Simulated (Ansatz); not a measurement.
Basis-set extrapolation for `N[SiH2]C[SiH2]N` (PBE0-D4/def2-TZVP geometry, frozen core, Ansatz 0.2.0). Multiplicity 1, RHF reference.

```
                      def2-TZVPP   def2-QZVPP
                 HF  -730.617086  -730.643367
    MP2 correlation    -0.861156    -0.922146
CCSD(T) correlation    -0.954531      not run
```

Energies in hartree. Use E(X) = E(∞) + A·exp(−7.88·√X) for Hartree–Fock and E(X) = E(∞) + B·X^(−2.97) for correlation, with X = 3 and 4, and add CCSD(T) minus MP2 of the smaller set to the MP2 limit.

**Question.** What is the CCSD(T) energy at the basis-set limit?

**Answer.** HF limit: -730.643367 + (-0.026281) × 0.13774 = -730.64699. MP2 limit: -0.922146 + (-0.060990) × 0.74074 = -0.96732. Higher-order term: -0.954531 − (-0.861156) = -0.09337. Total: -731.70768 hartree, 3.70 eV below CCSD(T)/def2-TZVPP.
